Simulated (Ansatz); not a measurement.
```xyz
8

Si    0.0000    0.0000   -1.2671
Si    0.0000    0.0000    1.2671
H     0.0000   -1.5158   -1.8249
H    -1.3128    0.7579   -1.8249
H     1.3128    0.7579   -1.8249
H     0.0000    1.5158    1.8249
H    -1.3128   -0.7579    1.8249
H     1.3128   -0.7579    1.8249
```

Basis set: def2-TZVP (spherical functions). Left uncorrelated: 10 orbitals. Charge 0, multiplicity 1.

Computed with Ansatz (development build ahead of 0.2.0); each method stands on the lowest determinant of its kind that the runs found. Restricted open shells among the atoms or ions are ROHF, correlated in semicanonical orbitals with singles.

(1) Give the atomization energy at this shape (free ground-state atoms in the same class of orbitals less the molecule, no zero-point energy) of singlet Si2H6 by RHF-MP2, RHF.

Results:

(1)

```json
{"method": "RHF-MP2", "atomization energy": "477.67 kcal/mol"}
{"method": "RHF", "atomization energy": "397.45 kcal/mol"}
```

Caution: no unrestricted run beside it, a lower state can exist; the shape is not the minimum.
